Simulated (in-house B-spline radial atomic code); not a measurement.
The numbers below are computed, except where a source is named.
Weak and strong correlation along the adiabatic connection

Two-electron singlets in several external potentials (atomic units), by full CI in B-splines with partial waves to l = 8 (correlation energies up to 0.6 % small). The repulsion is scaled by λ at fixed density; W(λ) is the mean repulsion less the Hartree energy, W(0) = E_x, and the area under W from 0 to 1 is E_xc.

One system gave this curve:

| λ | W (hartree) |
| --- | --- |
| 0 | -0.28904 |
| 0.02 | -0.29087 |
| 0.05 | -0.29351 |
| 0.12 | -0.2992 |
| 0.25 | -0.30831 |
| 0.4 | -0.31697 |
| 0.6 | -0.32625 |
| 0.8 | -0.33366 |
| 1 | -0.3397 |
| 1.4 | -0.34897 |
| 2 | -0.35855 |
| 3 | -0.36854 |
| 4.5 | -0.37726 |
| 7 | -0.38525 |

Which system is it?
A. ω²r²/2 − Z/r, ω = 3.5, Z = -0.5
B. −Z/r, Z = 12
C. ω²r²/2 − Z/r, ω = 0.0986, Z = 0.5
D. −Z exp(−kr)/r, Z = 3.81, k = 0.36

C. The exchange energy sets the size: ω²r²/2 − Z/r, ω = 0.0986, Z = 0.5: E_x = -0.289, E_c = -0.0304; −Z/r, Z = 12: E_x = -7.28, E_c = -0.0456; −Z exp(−kr)/r, Z = 3.81, k = 0.36: E_x = -2.14, E_c = -0.0441; ω²r²/2 − Z/r, ω = 3.5, Z = -0.5: E_x = -1.37, E_c = -0.0458 hartree.
